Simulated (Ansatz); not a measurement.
Zn6Te6⁺, that is (ZnTe)6 ring with one electron fewer. Charge 1, multiplicity 2. Geometry PBE-D4/def2-SVP; atoms count from 1.

```xyz
12

Zn    1.1450    1.3986   -0.6591
Te   -1.3605    0.4661   -1.3715
Zn   -0.8667    1.1697    1.2568
Te   -2.3697    2.1010    3.0620
Zn   -2.9169   -0.3292    2.7696
Te   -2.8942   -2.6956    1.9391
Zn   -1.1396   -1.3997    0.6639
Te    1.3636   -0.4650    1.3752
Zn    0.8688   -1.1701   -1.2542
Te    2.3667   -2.1013   -3.0633
Zn    2.9123    0.3295   -2.7744
Te    2.8913    2.6961   -1.9440
```

In the def2 sets Te takes a core potential; there is no spin–orbit coupling. Single mean-field runs in def2-TZVP are fitted with def2-universal-jkfit.

Estimate the Mulliken populations from the PBE0/def2-TZVP orbitals of Ansatz.


```csv
atom,charge (e),spin (α − β),d electrons
Zn1,0.25,-0.02,10.10
Te2,-0.07,0.04,–
Zn3,0.25,-0.02,10.10
Te4,-0.06,0.27,–
Zn5,0.19,-0.04,10.06
Te6,-0.06,0.27,–
Zn7,0.25,-0.02,10.10
Te8,-0.07,0.04,–
Zn9,0.25,-0.02,10.10
Te10,-0.06,0.27,–
Zn11,0.19,-0.04,10.06
Te12,-0.06,0.27,–
```
Mulliken values depend strongly on the basis.

Where does the spin sit?

Summed by element: Zn -0.16, Te 1.16, of 1 unpaired in all. Largest on single atoms: Te4 0.27, Te12 0.27, Te10 0.27.

And the Mayer bond orders between heavy atoms (over 0.3)?

Zn1–Te2 0.57 (2.77 Å); Zn1–Te8 0.56 (2.77 Å); Zn1–Te12 0.97 (2.53 Å); Te2–Zn3 0.57 (2.77 Å); Te2–Zn7 0.56 (2.77 Å); Te2–Zn9 0.56 (2.77 Å); Zn3–Te4 0.97 (2.53 Å); Zn3–Te8 0.56 (2.77 Å); Te4–Zn5 1.05 (2.51 Å); Zn5–Te6 1.05 (2.51 Å); Te6–Zn7 0.97 (2.53 Å); Zn7–Te8 0.57 (2.77 Å); Te8–Zn9 0.56 (2.77 Å); Zn9–Te10 0.97 (2.53 Å); Te10–Zn11 1.05 (2.51 Å); Zn11–Te12 1.05 (2.51 Å).
